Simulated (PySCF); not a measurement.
**KNa⁺ at B97-3**

Level: B97-3. K 6-31G(d,p), Na 6-31G(d,p); no relativity (PySCF 2.14).

For KNa⁺, the state is ²Σ⁺ (doublet), unpaired electrons σ ↑. The bond length is 4.206 Å. The harmonic wavenumber is 79.0 cm⁻¹, the force constant is 0.0532 mdyn/Å and the rotational constant Be is 0.06590 cm⁻¹. The anharmonicity ωexe is 0.374 cm⁻¹, the vibration–rotation constant αe is 0.000343 cm⁻¹ and the well depth De to K⁺ + Na is 43 kJ/mol. The dissociation energy D0 is 42 kJ/mol. The bond order (Mayer) is 0.49 and the dipole moment (positive dipole points towards Na; it is taken about the centre of mass and depends on that origin) is -0.88 D.

For an ion De counts to the pair picked by the measured ionisation energies or electron affinities, which need not be the lowest pair at this level. The state is the lowest determinant that a PBE0 search found; another state may lie lower at other levels.
